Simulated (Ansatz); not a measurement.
trans-VF2(H2O)4 (VO₄F₂H₈), relaxed as a quartet with UKS PBE-D4/def2-SVP in Ansatz, starting from the GFN2-xTB geometry. Force threshold 0.02 eV/Å.

The relaxation made no stability test and no search for a lower SCF solution. No other spin state of charge 0 was run.

Start:

```xyz
15

F     0.0781   -1.6761    0.9571
F    -0.0815    1.6781   -0.9541
O    -2.1598   -0.5113    0.4035
O     2.1598    0.5151   -0.4051
O    -0.5400   -0.5923   -2.0759
O     0.5463    0.5910    2.0772
V     0.0007    0.0008    0.0006
H    -2.3740    0.0574    1.1553
H    -1.7694   -1.3228    0.7774
H     1.7658    1.3275   -0.7738
H     2.3690   -0.0502   -1.1608
H    -0.6743    0.3552   -2.2531
H    -1.4223   -0.9716   -1.9672
H     1.4328    0.9570    1.9640
H     0.6688   -0.3577    2.2549
```

(1) Estimate the energy that the relaxation releases and the steps that it takes.

(2) Does the start keep its bonding and symmetry?

(3) Predict the relaxed structure.

Results:

(1) 0.42 eV, in 7 steps; 16 s on 4 threads of Arm Neoverse V2 on a shared host. No frequencies were taken in this run, so the end may be a saddle point.

(2) By distances, no bond broke or formed. The bond that changes most is F2–V7, from 1.93 to 2.05 Å (atoms count from 1). Point group Ci at the start, Ci at the end, both within 0.05 Å.

(3) 
Cartesian coordinates in Å:
```
F -0.011 -1.674 1.185
F 0.011 1.674 -1.185
O -2.057 -0.565 0.457
O 2.057 0.565 -0.457
O -0.500 -0.574 -2.037
O 0.501 0.573 2.038
V 0.000 0.000 0.000
H -2.447 -0.001 1.151
H -1.527 -1.281 0.956
H 1.526 1.281 -0.955
H 2.446 0.002 -1.152
H -0.460 0.431 -2.143
H -1.454 -0.786 -2.010
H 1.455 0.785 2.009
H 0.461 -0.431 2.143
```
Bond lengths: 4 × O–V 2.18 Å; 2 × F–V 2.05 Å; 8 × H–O 0.98 to 1.02 Å.
